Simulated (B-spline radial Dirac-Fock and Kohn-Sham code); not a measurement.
## Energy-loss ionisation edge O2 of Er

System: the free erbium atom, configuration [Xe] 4f12 6s2. Calculated with a radial B-spline solver, using the first Born approximation with generalised oscillator strengths from a Dirac-Hartree-Slater potential (longitudinal and transverse terms; continuum final states only, so no white lines or fine structure). The edge is taken at 34.07 eV (orbital energy of the model).

Partial cross sections σ(β, Δ) in barn, integrated over a window Δ above the edge and up to the collection semi-angle β, for parallel illumination:

| E₀ (kV) | β (mrad) | Δ = 25 eV | Δ = 50 eV | Δ = 100 eV | Δ = 200 eV | Δ = 300 eV |
| --- | --- | --- | --- | --- | --- | --- |
| 60 | 100 | 217000 | 256000 | 281000 | 294000 | 299000 |
| 80 | 5 | 117000 | 127000 | 130000 | 130000 | 131000 |
| 80 | 20 | 170000 | 195000 | 206000 | 208000 | 208000 |
| 80 | 50 | 176000 | 207000 | 227000 | 236000 | 238000 |
| 100 | 5 | 105000 | 115000 | 118000 | 118000 | 118000 |
| 120 | 5 | 97300 | 106000 | 109000 | 110000 | 110000 |
| 120 | 10 | ? | ? | ? | ? | ? |
| 120 | 50 | 134000 | 158000 | 172000 | 180000 | 182000 |
| 120 | 100 | 134000 | 158000 | 172000 | 180000 | 183000 |
| 200 | 10 | 94400 | 107000 | 112000 | 113000 | 113000 |
| 200 | 50 | 99900 | 117000 | 128000 | 133000 | 135000 |
| 200 | 100 | 99900 | 117000 | 128000 | 133000 | 135000 |
| 300 | 5 | 71700 | 79500 | 81900 | 82500 | 82600 |
| 300 | 10 | 81100 | 93000 | 98000 | 99100 | 99300 |

Question: Give the row for 120 kV and 10 mrad.

Answer: 119000 b for 25 eV, 133000 b for 50 eV, 137000 b for 100 eV, 138000 b for 200 eV, 139000 b for 300 eV.
